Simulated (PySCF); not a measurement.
PySCF input file for B(Me)(OMe)(SMe) (C3H9BOS), SMILES CB(SC)OC, HF/pcSseg-1. Coordinates come from a PBE0-D3(BJ)/def2-SVP optimisation. Other conformers were not sampled.

```python
import numpy as np
from pyscf import gto, scf, dft
from pyscf.prop.nmr import rhf as nmr

mol = gto.M(
    atom='''
    B     0.07768871    0.50940351    0.18838912
    C     0.37380133    1.91484124    0.83267409
    H     0.97869879    1.84912924    1.74763801
    H    -0.56748507    2.43310498    1.08404212
    H     0.90706606    2.56554911    0.11857217
    O    -0.64914258    0.33812422   -0.94778584
    C    -1.20645194    1.41384154   -1.65519563
    H    -0.43265996    2.11398725   -2.01271162
    H    -1.73983700    1.01280703   -2.52881554
    H    -1.92568333    1.98020494   -1.03977767
    S     0.73032548   -0.97605012    0.98478731
    C     0.13782630   -2.30310787   -0.10098526
    H    -0.95940004   -2.31803969   -0.13404514
    H     0.50412083   -3.25265031    0.31032095
    H     0.52361479   -2.17275122   -1.12043832
    ''',
    basis='pcSseg-1',
    charge=0,
    spin=0,
    max_memory=1600,
    verbose=3,
)
mf = scf.RHF(mol)
mf.conv_tol = 1e-10
mf.max_cycle = 100
mf.kernel()
n = nmr.NMR(mf)
n.verbose = 2
n.max_cycle_cphf = 60
sigma = n.kernel()
print('atom   isotropic/ppm   span/ppm')
for i, s in enumerate(sigma):
    w = np.linalg.eigvalsh((s + s.T) / 2)
    print(f'{mol.atom_symbol(i):2s}{i + 1:3d} {w.mean():14.3f} {w[2] - w[0]:11.3f}')
```

Program output:

```
converged SCF energy = -615.9397150103
atom   isotropic/ppm   span/ppm
B   1         63.340      79.628
C   2        188.103      12.022
H   3         31.023      10.888
H   4         31.248      10.886
H   5         31.248      10.888
O   6        234.882     304.791
C   7        141.414      64.847
H   8         28.300       9.930
H   9         27.930      10.767
H  10         28.300       9.934
S  11        618.228     356.834
C  12        178.931      17.520
H  13         29.682      12.642
H  14         30.219      14.587
H  15         29.672      12.601
```

The run converged.
